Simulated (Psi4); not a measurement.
H2P (SMILES [PH2-]), charge -1, singlet, at a GFN2-xTB geometry (a gas-phase anion, which may not be bound at this level); CCSD/3-21G run with Psi4.

Here is a job for Psi4.
```
memory 2 GB

molecule {
-1 1
  P    -0.00149906    0.07431072    0.08210974
  H     0.97078349   -0.55479397   -0.60060040
  H    -0.94829753   -0.55986685   -0.63104570
}

set basis 3-21g

energy('ccsd')
print_variables()
```

What the program printed (banner, timings and long lists left out):

```
   => Loading Basis Set <=

    Name: 3-21G
    Role: ORBITAL
    Keyword: BASIS

         ---------------------------------------------------------
                                   SCF
               by Justin Turney, Rob Parrish, Andy Simmonett
                          and Daniel G. A. Smith
                              RHF Reference
         ---------------------------------------------------------

  ==> Geometry <==

    Molecular point group: cs
    Full point group: Cs

    Geometry (in Angstrom), charge = -1, multiplicity = 1:

       Center              X                  Y                   Z               Mass
    ------------   -----------------  -----------------  -----------------  -----------------
         P           -0.057514479769     0.000778566834     0.000000000000    30.973761998420
         H            0.870814427045    -0.971540642092     0.000000000000     1.007825032230
         H            0.896793789530     0.947612734909     0.000000000000     1.007825032230

  Running in cs symmetry.

  Rotational constants: A =     10.05100  B =      9.08118  C =      4.77075 [cm^-1]
  Rotational constants: A = 301321.30237  B = 272247.00377  C = 143023.63095 [MHz]
  Nuclear repulsion =   12.084879428207440

  Charge       = -1
  Multiplicity = 1
  Electrons    = 18
  Nalpha       = 9
  Nbeta        = 9

  ==> Algorithm <==

  SCF Algorithm Type is PK.
  DIIS enabled.
  MOM disabled.
  Fractional occupation disabled.
  Guess Type is SAD.
  Energy threshold   = 1.00e-08
  Density threshold  = 1.00e-08
  Integral threshold = 1.00e-12

  ==> Primary Basis <==

  Basis Set: 3-21G
    Blend: 3-21G
    Number of shells: 11
    Number of basis functions: 17
    Number of Cartesian functions: 17
    Spherical Harmonics?: false
    Max angular momentum: 1

  ==> Integral Setup <==

  Using in-core PK algorithm.
   Calculation information:
      Number of atoms:                   3
      Number of AO shells:              11
      Number of primitives:             21
      Number of atomic orbitals:        17
      Number of basis functions:        17

      Integral cutoff                 1.00e-12
      Number of threads:                 1

  Performing in-core PK
  Using 23562 doubles for integral storage.
  We computed 2211 shell quartets total.
  Whereas there are 2211 unique shell quartets.

  ==> DiskJK: Disk-Based J/K Matrices <==

    J tasked:                  Yes
    K tasked:                  Yes
    wK tasked:                  No
[...]
  @RHF Final Energy:  -340.10073822052470
    Total Energy =                       -340.1007382205247040
[...]
     6        -0.076731661136885    3.876e-05    0.003098    0.010021    0.010021    0.125525
     7        -0.076731743421721    5.049e-06    0.003099    0.010021    0.010021    0.125526
     8        -0.076731694003425    9.634e-07    0.003099    0.010021    0.010021    0.125526
     9        -0.076731698172591    2.452e-07    0.003099    0.010021    0.010021    0.125526
    10        -0.076731696702992    6.655e-08    0.003099    0.010021    0.010021    0.125526

    Iterations converged.

    Largest TIA Amplitudes:
              5   0         0.0090338873
              4   1         0.0046820655
              6   6         0.0033376551
              5   3         0.0032324579
              4   2         0.0030323418
              6   4        -0.0028462787
              5   5        -0.0028004810
              6   1         0.0027128211
              4   4        -0.0018992596
              8   7        -0.0016445269

    Largest TIjAb Amplitudes:
      6   6   0   0        -0.0708914739
      5   5   0   0        -0.0537905889
      8   8   7   7        -0.0454673429
      6   6   4   4        -0.0429872021
      8   8   1   1        -0.0384172368
      5   5   1   1        -0.0375741354
      5   6   1   0         0.0345749146
      6   5   0   1         0.0345749146
      5   6   0   1         0.0324835728
      6   5   1   0         0.0324835728

    SCF energy       (wfn)                    = -340.100738220524704
    Reference energy (file100)                = -340.100738220525102

    Opposite-spin MP2 correlation energy      =   -0.052808299561063
    Same-spin MP2 correlation energy          =   -0.008826041541243
    Singles MP2 correlation energy            =   -0.000000000000000
    MP2 correlation energy                    =   -0.061634341102306
      * MP2 total energy                      = -340.162372561627421

    Opposite-spin CCSD correlation energy     =   -0.068197834264387
    Same-spin CCSD correlation energy         =   -0.008533862438605
    Singles CCSD correlation energy           =    0.000000000000000
    CCSD correlation energy                   =   -0.076731696702992
      * CCSD total energy                     = -340.177469917228109

  Variable Map:
  ----------------------------------------------------------------------------
[...]
  Array Variable Map:
  ----------------------------------------------------------------------------
[...]
[...]
```
